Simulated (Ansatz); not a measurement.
```yaml
crystal:
  periodic: [false, false, false]
  atoms:
    - {symbol: C, position_ang: [0.748425, -1.294617, -0.019869]}
    - {symbol: N, position_ang: [0.620378, 0.225981, -0.369054]}
    - {symbol: Zr, position_ang: [-0.863606, 1.317110, -0.076995]}
    - {symbol: F, position_ang: [-2.426362, 0.254455, -1.062741]}
    - {symbol: F, position_ang: [-0.618566, 2.964864, -1.156387]}
    - {symbol: F, position_ang: [-1.367180, 1.463643, 1.802547]}
    - {symbol: H, position_ang: [1.150940, -2.028301, -0.635952]}
    - {symbol: H, position_ang: [1.668586, -1.475131, 1.186874]}
    - {symbol: H, position_ang: [-0.208797, -1.555924, 0.653056]}
    - {symbol: H, position_ang: [1.562058, 0.306757, -0.681706]}
basis:
  gaussian: {orbitals: def2-SVPD}
hamiltonian: {xc: {name: wB97X}}
scf: {lower_state_search: full}
relax: {f_tol: 0.001, max_steps: 3}
```

```sh
$ ansatz run in.yaml --threads 4 --pin off --events-out ev --progress --plain --max-ram 11315MiB
```

Problem. How does Ansatz answer? (An estimate is asked.)

Solution. The calculation gave: No converged result was reached.
```
Functional definition: wB97X
1477 factors; their error is unknown
548 factors; integrals over basis functions are off by at most 1.2e-6 eV
mean field evaluation 1: about -12007.0458 eV, gradient 7.7e1 eV
mean field evaluation 2: about -11994.9193 eV, gradient 1.2e2 eV
mean field evaluation 4: about -12017.9155 eV, gradient 4.6e0 eV
mean field evaluation 8: about -12017.9548 eV, gradient 1.3e-1 eV
mean field evaluation 16: about -12017.9768 eV, gradient 9.8e-4 eV
mean field evaluation 64: about -12017.9768 eV, gradient 1.0e-3 eV
mean field -12017.97677520 eV, -441.6525004115 hartree, gradient 3.3e-5 eV, S^2 0.000000; 3 other end points of the search recorded, 0 dependent functions left out
reference -12017.97672414 eV, -441.6524985349 hartree; 28, 28 occupied and 147, 147 virtual orbitals, 1477 factors
relax step   1: F+E_penalty+E_count = -12017.97677520 eV  Δ(F+E_penalty+E_count) = +0.000e0 eV  max|allowed force component| = 8.451e0 eV/Å  Δτ_max = 0.0000 Å  (99 SCF iters, accepted)
1477 factors; their error is unknown
548 factors; integrals over basis functions are off by at most 1.2e-6 eV
mean field evaluation 96: about -12020.8761 eV, gradient 9.5e-6 eV
mean field -12020.87610143 eV, -441.7590486852 hartree, gradient 9.6e-6 eV, S^2 0.000000; 0 other end points of the search recorded, 0 dependent functions left out
reference -12020.87605152 eV, -441.7590468509 hartree; 28, 28 occupied and 147, 147 virtual orbitals, 1477 factors
relax step   2: F+E_penalty+E_count = -12020.87610143 eV  Δ(F+E_penalty+E_count) = -2.899e0 eV  max|allowed force component| = 2.439e0 eV/Å  Δτ_max = 0.1970 Å  (44 SCF iters, accepted)
1477 factors; their error is unknown
548 factors; integrals over basis functions are off by at most 1.1e-6 eV
mean field -12020.99306641 eV, -441.7633470688 hartree, gradient 2.6e-5 eV, S^2 0.000000; 0 other end points of the search recorded, 0 dependent functions left out
reference -12020.99301715 eV, -441.7633452587 hartree; 28, 28 occupied and 147, 147 virtual orbitals, 1477 factors
relax step   3: F+E_penalty+E_count = -12020.99306641 eV  Δ(F+E_penalty+E_count) = -1.170e-1 eV  max|allowed force component| = 2.788e0 eV/Å  Δτ_max = 0.1438 Å  (43 SCF iters, accepted)
Error: geometry relaxation did not converge after 3 steps: max|allowed force component| = 2.79e0 eV/Å (threshold 1.0e-3). Raise `relax.max_steps` over both its present limit and 3, loosen `relax.f_tol`, or start from a geometry closer to equilibrium. Where this run's directory can be resumed (`checkpoint.write`), a resume goes on for up to `relax.max_steps` more
```
